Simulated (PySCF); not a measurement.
**Electron correlation in Ne⁺ (neon, charge +1)**

[He] 2s1 2p5 3s1, high-spin 4P determinant (an excited configuration). All numbers are calculated (PySCF 2.14, no relativity, point nucleus, in aug-cc-pwCVDZ). Frozen: nothing; 9 electrons correlated.

```json
{"level": "CCSD", "correlation energy (mhartree)": "-213.88"}
{"level": "(T)", "correlation energy (mhartree)": "-5.33"}
{"level": "CCSD(T)", "correlation energy (mhartree)": "-219.21"}
```

Diagnostics: T1 = 0.0070, D1 = 0.0251, largest double amplitude 0.165.

The outer electron is Rydberg-like, and this basis confines it to a smaller radius and binds it less than a complete one would. A double-excitation amplitude exceeds 0.15, a sign of near-degeneracy.

Cost of the coupled-cluster step: of the order of 0.9 core-seconds, for 9 correlated electrons.
